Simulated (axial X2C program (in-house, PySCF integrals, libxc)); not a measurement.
**Density and ELF of AlHg**

Computed with an in-house relativistic program for diatomic molecules. Two-component (2c) means X2C with spin–orbit coupling and atomic mean-field two-electron Coulomb and Gaunt terms. Basis: Hg dyall-cv3z [13s14p9d6f4g], Al dyall-v3z [8s8p2d1f] (cores contracted in-house); Gaussian nuclei, density fitting, unrestricted open shells. Masses: Hg 201.971 u, Al 26.982 u.

PBE0, 2c, state Ω = 1/2 (⟨Sz⟩ = -0.45, ⟨Lz⟩ = 0.95 at PBE0); Hg at z = 0, Al at z = 2.696 Å.

The maps cover the half plane through the axis: z from -2.4 to 4.8 Å along the bond, ρ from 0.15 to 2.25 Å away from it.

log10 of the density in e/bohr³:

```
 ρ\z  -2.4  -1.8  -1.2  -0.6   0.0   0.6   1.2   1.8   2.4   3.0   3.6   4.2   4.8
0.15  -3.2  -2.3  -1.4   0.0   1.9   0.0  -1.2  -1.4   0.3   0.3  -1.5  -2.0  -2.7
0.45  -3.2  -2.4  -1.5  -0.4   0.4  -0.4  -1.3  -1.5  -0.6  -0.6  -1.6  -2.1  -2.8
0.75  -3.3  -2.5  -1.7  -0.9  -0.4  -0.8  -1.5  -1.6  -1.4  -1.4  -1.7  -2.2  -2.9
1.05  -3.4  -2.7  -2.0  -1.3  -1.0  -1.3  -1.8  -1.8  -1.6  -1.6  -1.9  -2.4  -3.0
1.35  -3.6  -2.9  -2.3  -1.8  -1.6  -1.8  -2.1  -2.1  -1.9  -1.9  -2.1  -2.6  -3.2
1.65  -3.8  -3.2  -2.6  -2.2  -2.1  -2.2  -2.4  -2.3  -2.2  -2.2  -2.4  -2.8  -3.4
1.95  -4.1  -3.5  -3.0  -2.6  -2.5  -2.6  -2.7  -2.6  -2.5  -2.5  -2.7  -3.1  -3.6
2.25  -4.3  -3.8  -3.3  -3.0  -2.9  -3.0  -3.0  -2.9  -2.8  -2.8  -3.0  -3.4  -3.8
```

Electron localisation function (collinear form, no current term, damped to 0 at low density):

```
 ρ\z  -2.4  -1.8  -1.2  -0.6   0.0   0.6   1.2   1.8   2.4   3.0   3.6   4.2   4.8
0.15  0.14  0.27  0.31  0.65  0.36  0.64  0.37  0.17  0.86  0.86  0.28  0.92  0.63
0.45  0.12  0.28  0.31  0.56  0.46  0.54  0.36  0.32  0.41  0.38  0.57  0.92  0.60
0.75  0.09  0.28  0.31  0.41  0.56  0.40  0.33  0.49  0.08  0.10  0.88  0.90  0.52
1.05  0.05  0.26  0.31  0.35  0.38  0.34  0.29  0.52  0.67  0.78  0.94  0.86  0.39
1.35  0.02  0.21  0.30  0.34  0.35  0.33  0.23  0.46  0.85  0.94  0.93  0.77  0.24
1.65  0.01  0.12  0.28  0.32  0.32  0.28  0.18  0.38  0.81  0.91  0.87  0.61  0.11
1.95  0.00  0.04  0.19  0.28  0.28  0.21  0.13  0.28  0.69  0.81  0.73  0.37  0.04
2.25  0.00  0.01  0.07  0.16  0.18  0.12  0.08  0.19  0.51  0.63  0.47  0.14  0.01
```

Axial spin density in 10⁻³ e/bohr³:

```
 ρ\z  -2.4  -1.8  -1.2  -0.6   0.0   0.6   1.2   1.8   2.4   3.0   3.6   4.2   4.8
0.15   0.1   0.3   1.1   0.1  -3.1   0.2   0.8   1.1  -0.8  -0.1   2.8   1.2   0.3
0.45   0.1   0.3   0.7  -0.3  -0.8   0.3  -0.1  -0.9  -0.9  -0.4   1.3   0.8   0.2
0.75   0.1   0.2   0.3  -0.6   0.2  -0.2  -1.1  -3.0  -5.5  -4.0  -0.5   0.3   0.1
1.05   0.0   0.1   0.0  -0.7  -0.9  -1.1  -1.7  -3.6  -6.4  -5.0  -1.4  -0.1   0.0
1.35   0.0   0.0  -0.1  -0.5  -0.9  -1.2  -1.6  -3.1  -4.8  -3.9  -1.4  -0.3   0.0
1.65   0.0   0.0  -0.1  -0.3  -0.7  -0.9  -1.3  -2.1  -3.0  -2.5  -1.1  -0.3  -0.1
1.95   0.0   0.0  -0.1  -0.2  -0.4  -0.6  -0.8  -1.3  -1.8  -1.5  -0.7  -0.2  -0.1
2.25   0.0   0.0  -0.1  -0.1  -0.2  -0.4  -0.5  -0.8  -1.0  -0.8  -0.4  -0.2  -0.1
```

The state is one determinant whose occupation by symmetry is held fixed; it was picked as the lowest of a PBE0 search that is not exhaustive. Density functionals use the spin component along the axis (collinear). Other states lie close and PBE0, whose exact exchange favours high spin, may order them wrongly; the determinant shown need not be the ground state. The nearest other 2c determinant of the search, Ω = 3/2, lies 0.14 eV up at the distance of the search. The functionals have no current-density term, which raises determinants with orbital currents, atoms included.
